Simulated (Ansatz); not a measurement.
`[SiH3][GaH][SH]` + `C=C=C(O)Cl` → `C=C=C(Cl)O[SiH3]` + `[SH][GaH2]` at 400 K and 1 bar (cleavage of the Si–Ga bond).

Calculated with Ansatz (gas phase, PBE0-D4/def2-TZVP geometries, no zero-point term in ΔE). CCSD(T)/CBS adds triple-zeta CCSD(T) − MP2 to the extrapolated MP2 energy (def2 sets, frozen cores). For Ga outer-core shells are correlated without core-valence functions, which leaves a few kJ/mol of doubt a bond. Scalar relativity is left out up to krypton. Each species was taken in one conformer, which may not be the lowest.

```json
{"species": "`[SiH3][GaH][SH]`", "CCSD(T)/CBS energy (Eh)": "-2613.82650", "H − E (kJ/mol)": "138.4", "S (J/(mol·K))": "381.4"}
{"species": "`C=C=C(O)Cl`", "CCSD(T)/CBS energy (Eh)": "-650.83058", "H − E (kJ/mol)": "162.9", "S (J/(mol·K))": "343.3"}
{"species": "`C=C=C(Cl)O[SiH3]`", "CCSD(T)/CBS energy (Eh)": "-941.14274", "H − E (kJ/mol)": "213.0", "S (J/(mol·K))": "412.4"}
{"species": "`[SH][GaH2]`", "CCSD(T)/CBS energy (Eh)": "-2323.53734", "H − E (kJ/mol)": "79.9", "S (J/(mol·K))": "297.4"}
```

H − E and S are ideal-gas, rigid-rotor, harmonic terms from PBE0-D4/def2-TZVP, for one conformer and one mirror image of each species. 1 Eh = 2625.50 kJ/mol, R = 8.31446 J/(mol·K).

By hand: ΔE, ΔH, ΔS and ΔG.

ΔE = (-941.14274) + (-2323.53734) − (-2613.82650) − (-650.83058) = -0.02300 Eh = -60.4 kJ/mol. Δ(H − E) = 213.0 + 79.9 − 138.4 − 162.9 = -8.4, so ΔH = -68.8 kJ/mol. ΔS = 412.4 + 297.4 − 381.4 − 343.3 = -14.9 J/(mol·K). ΔG = -68.8 − 400 × (-14.9)/1000 = -62.8 kJ/mol.

By hand: the equilibrium constant, and the temperature at which ΔG would vanish if ΔH and ΔS stayed fixed.

log₁₀ K = −ΔG/(RT ln 10) = 8.2. ΔG = 0 at ΔH/ΔS = 4617 K, far beyond where these terms or the molecules hold.

The number of gas molecules stays the same, so ΔS is small and ΔH decides. A doubt of 5 kJ/mol in ΔE shifts log₁₀ K by 0.7 here. Other conformers and mirror images would add mixing entropy, several J/(mol·K) or more a flexible species. Modes under 60 cm⁻¹, often nearly free rotors, make the harmonic entropy too high. These are equilibria of isolated gas molecules and say nothing of rates. Largest T1 diagnostic: 0.014 (customary marks: 0.02 for closed shells, 0.045 for open ones).
